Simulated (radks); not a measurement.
Question: All-electron calculation, scalar-relativistic Kohn-Sham, LDA (Slater exchange, VWN5 correlation), spin-unpolarised, spherical densities, finite nucleus; Fermi nuclear charge, rms radius of each element as measured or else 0.836 A^(1/3) + 0.57 fm. Program: a radial shooting solver on a logarithmic mesh with Libxc functionals. Response by self-consistent Sternheimer equations with the Hartree and adiabatic LDA kernel, the relativistic mass of each level held fixed and spin-orbit coupling left out. For heavy and open-shell atoms this level of theory can miss by tens of per cent. Rank Zr+, Zr4+, Zr6+, Zr3+, Zr5+, Zr, Zr2+ (NIST ground configurations) by static dipole polarisability, largest first.

Answer: Zr 110.3, Zr+ 54.22, Zr2+ 12.93, Zr3+ 5.663, Zr4+ 2.987, Zr5+ 2.456, Zr6+ 2.051 bohr^3.
